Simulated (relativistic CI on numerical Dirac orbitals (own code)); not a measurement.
**Pt3+: O2,3 absorption edge**

Computed with this model: Dirac-Coulomb-Breit CI, orbitals from a KLI potential per configuration, model QED, valence Slater integrals scaled by 0.8, multiplet model of core-to-valence dipole absorption; configurations [Xe] 4f14 5d7 → [Kr] 4d10 4f14 5s2 5p5 5d8; 80 K; Lorentzian 0.6 eV and Gaussian 0.3 eV FWHM. Energies are those of the free ion, without screening or charge transfer. The branching ratio is the share of the lower-energy edge in the whole absorption, uncertain by about 0.02 where the edges overlap. S is read from ⟨S²⟩ = S(S + 1).

Field parameters in Wybourne normalisation: Td as Oh with Dq negative (B⁴₀ = 21Dq, B⁴₄ = √(5/14) B⁴₀). The field is a parameter set, without covalency.

Computed curve for Td, 10Dq = -14850 cm⁻¹, scaled to 100 at the maximum (points under 2 are left out and the grid is thinned):

```json
{"Energy (eV)": "49.6", "Intensity": "2.1"}
{"Energy (eV)": "50.1", "Intensity": "3.0"}
{"Energy (eV)": "50.5", "Intensity": "4.7"}
{"Energy (eV)": "51.0", "Intensity": "10.0"}
{"Energy (eV)": "51.5", "Intensity": "27.7"}
{"Energy (eV)": "52.0", "Intensity": "29.4"}
{"Energy (eV)": "52.4", "Intensity": "21.8"}
{"Energy (eV)": "52.9", "Intensity": "35.9"}
{"Energy (eV)": "53.4", "Intensity": "86.4"}
{"Energy (eV)": "53.9", "Intensity": "42.3"}
{"Energy (eV)": "54.3", "Intensity": "51.7"}
{"Energy (eV)": "54.8", "Intensity": "100.0"}
{"Energy (eV)": "55.3", "Intensity": "70.1"}
{"Energy (eV)": "55.8", "Intensity": "43.6"}
{"Energy (eV)": "56.2", "Intensity": "33.3"}
{"Energy (eV)": "56.7", "Intensity": "34.3"}
{"Energy (eV)": "57.2", "Intensity": "22.0"}
{"Energy (eV)": "57.7", "Intensity": "16.0"}
{"Energy (eV)": "58.1", "Intensity": "21.9"}
{"Energy (eV)": "58.6", "Intensity": "36.9"}
{"Energy (eV)": "59.1", "Intensity": "27.0"}
{"Energy (eV)": "59.6", "Intensity": "14.9"}
{"Energy (eV)": "60.0", "Intensity": "9.1"}
{"Energy (eV)": "60.5", "Intensity": "8.8"}
{"Energy (eV)": "61.0", "Intensity": "7.5"}
{"Energy (eV)": "61.5", "Intensity": "5.1"}
{"Energy (eV)": "61.9", "Intensity": "4.4"}
{"Energy (eV)": "62.4", "Intensity": "2.1"}
{"Energy (eV)": "69.0", "Intensity": "4.3"}
{"Energy (eV)": "69.5", "Intensity": "12.7"}
{"Energy (eV)": "69.9", "Intensity": "15.6"}
{"Energy (eV)": "70.4", "Intensity": "10.0"}
{"Energy (eV)": "70.9", "Intensity": "8.0"}
{"Energy (eV)": "71.4", "Intensity": "6.2"}
{"Energy (eV)": "71.8", "Intensity": "5.8"}
{"Energy (eV)": "72.3", "Intensity": "3.9"}
{"Energy (eV)": "72.8", "Intensity": "4.6"}
{"Energy (eV)": "73.3", "Intensity": "2.6"}
{"Energy (eV)": "73.7", "Intensity": "2.5"}
{"Energy (eV)": "74.2", "Intensity": "2.1"}
```

The ground state has S = 1.45, and the centroid lies at 56.74 eV.
